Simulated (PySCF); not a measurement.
Working out the ionisation energy of V¹¹⁺

V¹¹⁺ [Ne] 3s2 (1S) → V¹²⁺ [Ne] 3s1 (2S). Calculation: PySCF 2.14, in an uncontracted even-tempered set (19 s from 0.69 bohr⁻², ratio 2.5; 11 p from 0.9 bohr⁻², ratio 2.5; 5 d from 3.8 bohr⁻², ratio 2.7; 4 f from 5.8 bohr⁻², ratio 2.7); the spin-free X2C one-electron Hamiltonian (Gaussian nucleus). Frozen: 1s2; the 20 highest virtual orbitals dropped. Energies in hartree (1 hartree = 27.21139 eV):

```csv
part,V¹¹⁺ (lower),V¹²⁺ (upper)
UHF,-900.675096,-889.446428
CCSD correlation,-0.405002,-0.312543
(T),-0.002348,-0.000600
```

Problem. What does Hartree-Fock give?

Solution. (-889.446428) − (-900.675096) = 11.228668 hartree = 305.548 eV.

Problem. What do CCSD and CCSD(T) give?

Solution. The CCSD correlation energies differ by 0.092459 hartree = 2.516 eV and the triples by 0.001748 hartree = 0.048 eV, so CCSD gives 308.064 eV and CCSD(T) 308.112 eV.

A first-order spin-orbit estimate adds 0.000 eV to CCSD(T) (outer shells), giving 308.112 eV against 308.5 ± 0.3 eV (semi-empirical (NIST evaluation); NIST Atomic Spectra Database, ionization energies).

What remains against the reference includes basis incompleteness, the frozen core and higher excitations.
